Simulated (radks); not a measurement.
Values are calculated unless marked as measured or tabulated.
Spherical quantum dot in the effective-mass picture: electrons in a parabolic well V = omega^2 r^2 / 2 with omega = 0.13, all in effective atomic units (hartree* = m*/eps^2 hartree, bohr* = eps/m* bohr), one dielectric constant everywhere. Level of theory: non-relativistic Kohn-Sham, LDA (Slater exchange, Perdew-Wang correlation), spin-polarised, spherical densities (a radial shooting solver with Libxc functionals). Levels are named by radial order and angular momentum (1s, 1p, 1d, 2s, ...), and open shells are averaged over m.

N = 24, configuration 1s2 1p6 1d10 2s2 1f(up 4, down 0). This is the lowest configuration that the search found. Occupied and some empty levels:

level,occupation,eigenvalue (hartree*),<r> (bohr*)
1s up,1,3.0351,7.214
1s down,1,3.0415,6.956
1p up,3,3.0597,8.216
1p down,3,3.0682,8.105
1d up,5,3.0935,8.881
1d down,5,3.1029,8.839
2s up,1,3.1190,6.621
2s down,1,3.1233,6.764
1f up,4,3.1351,9.397
1f down,0,3.1449,9.394
2p up,0,3.1723,7.575
2p down,0,3.1769,7.605
1g up,0,3.1835,9.833
1g down,0,3.1934,9.851
2d up,0,3.2294,8.381
2d down,0,3.2347,8.375

Energy (hartree*): total 44.6051, kinetic 1.7909, external 15.579, Hartree 30.642, exchange-correlation -3.4067.

Electron density:

r (bohr*),n(r) (e/bohr*^3)
0.791,0.005730
1.67,0.005240
2.55,0.004577
3.43,0.003975
4.32,0.003649
5.20,0.003707
6.08,0.004090
6.96,0.004573
7.84,0.004825
8.72,0.004549
9.60,0.003667
10.5,0.002434
11.4,0.001289
12.2,0.0005333
13.1,0.0001705
14.0,0.00004140
14.9,7.915e-06
15.8,1.179e-06
16.6,1.370e-07
17.5,1.250e-08
